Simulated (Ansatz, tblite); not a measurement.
Forces on the cluster Zn3O3 at its r2SCAN-D4/def2-SVP geometry. Charge 0, multiplicity 1.

The xTB rows come from tblite. The structure holds 2 bonds between oxygen atoms, so isomers without such links may lie far lower. The restricted singlet is unstable towards broken spin symmetry in Hartree–Fock (as tested in another run); at PBE-D4/def2-TZVP this wasn't settled. Another isomer (singlet) lies 6.24 eV lower at PBE0-D4/def2-TZVP; other spin states weren't run for this one.

GFN1-xTB (tblite), largest force 3.93 eV/Å:

```xyz
6
positions Å, forces eV/Å
Zn    0.844    1.942   -0.629    0.312    0.094   -0.306
Zn   -0.441   -1.930    0.211    0.064   -0.753   -0.158
Zn    0.961   -0.466   -1.039    0.519   -0.102   -0.547
O    -1.161   -0.009   -0.402   -0.261    2.127    1.710
O    -0.622    0.663    0.721    0.799   -3.637   -1.270
O     0.419   -0.200    1.138   -1.433    2.271    0.570
```

GFN2-xTB (tblite), largest force 2.17 eV/Å:

```
Zn -0.164 -0.021 0.166
Zn -0.176 -0.308 0.145
Zn -0.188 0.067 0.197
O 0.170 1.038 0.417
O 0.651 -1.870 -0.898
O -0.293 1.093 -0.027
```

PBE-D4/def2-TZVP (Ansatz), largest force 0.81 eV/Å:

```
Zn 0.236 0.660 -0.161
Zn -0.230 -0.758 0.142
Zn 0.527 -0.240 -0.569
O -0.491 0.250 -0.124
O -0.203 -0.083 0.198
O 0.162 0.171 0.514
```
